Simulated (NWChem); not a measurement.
**Total energies of Cd**

```
Cd
```
Charge 0, spin multiplicity 1.

All runs are NWChem calculations.

Basis set: def2-TZVP (40 functions).

```json
[
 {"method": "RHF", "total energy (Ha)": "-166.88392"},
 {"method": "MP2", "total energy (Ha)": "-167.21456"},
 {"method": "B2PLYP", "total energy (Ha)": "-167.58938"},
 {"method": "PBE", "total energy (Ha)": "-167.78889"},
 {"method": "B3LYP", "total energy (Ha)": "-167.84683"},
 {"method": "LC-wPBE (omega 0.3 per bohr)", "total energy (Ha)": "-167.79431"},
 {"method": "CCSD(T)", "total energy (Ha)": "-167.20952"}
]
```

Total energies of different functionals aren't comparable as a measure of quality: only differences taken within one method are. 

Effective core potentials replace the inner electrons of Cd; spin-orbit coupling is left out. The correlated methods keep 4 core orbitals frozen. B3LYP has NWChem's definition, with VWN1-RPA local correlation. Coupled-cluster values serve here as a point of comparison, not as the truth.
